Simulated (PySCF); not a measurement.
PySCF input:

```python
from pyscf import gto, scf, dft

mol = gto.M(
    atom='''
    Al   -0.43822740   -0.34384189   -0.42576356
    O     0.58408405    0.40884427    0.57893268
    H     1.02428373    1.19919039    0.90346484
    ''',
    basis='def2-tzvpd',
    charge=1,
    spin=1,
    verbose=4,
)

mf = dft.UKS(mol, xc='pw6b95').density_fit(auxbasis='def2-universal-jkfit')
mf.grids.level = 3
mf.conv_tol = 1e-9
mf.max_cycle = 100
mf.max_memory = 1500
mf.kernel()
if not mf.converged:
    mf = mf.newton()
    mf.kernel(mf.make_rdm1())
for _ in range(2):
    mo, _, stable, _ = mf.stability(return_status=True)
    if stable:
        break
    mf.kernel(mf.make_rdm1(mo, mf.mo_occ))
mf.analyze()
```

**Question.** Predict the final energy.

**Answer.** -318.31996 Eh (PW6B95/def2-TZVPD).
